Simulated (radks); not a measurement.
Effect of the nuclear size on neutral gallium, [Ar] 3d10 4s2 4p1. All-electron calculation, Dirac Kohn-Sham, PBE, spin-unpolarised, spherical densities, finite nucleus; open shells fill j = l - 1/2 first; Fermi nuclear charge, rms radius 3.9973 fm. Program: a radial shooting solver on a logarithmic mesh with Libxc functionals. The rms radius is varied about that value; shifts are against it.

| rms radius (fm) | total energy shift (eV) | density at nucleus (e/bohr^3) | 1s1/2 shift (meV) | 2s1/2 shift (meV) | 2p1/2 shift (meV) | 3s1/2 shift (meV) |
|---|---|---|---|---|---|---|
| 3.3737 | -0.0813 | 2.854e+04 | -34.5 | -3.33 | 0.279 | -0.490 |
| 3.6695 | -0.0443 | 2.84e+04 | -18.8 | -1.82 | 0.152 | -0.267 |
| 3.9973 | 0 | 2.825e+04 | 0.000 | 0.000 | 0.000 | 0.000 |
| 4.3171 | 0.0467 | 2.812e+04 | 19.8 | 1.91 | -0.160 | 0.281 |
| 4.509 | 0.0763 | 2.805e+04 | 32.4 | 3.13 | -0.262 | 0.460 |

Slopes of the eigenvalues against <r^2> in GHz/fm^2, as finite differences over the two radii next to the reference (eigenvalue slopes, not the field-shift constants of lines): 1s1/2 1810, 2s1/2 175, 2p1/2 -14.6, 3s1/2 25.6.
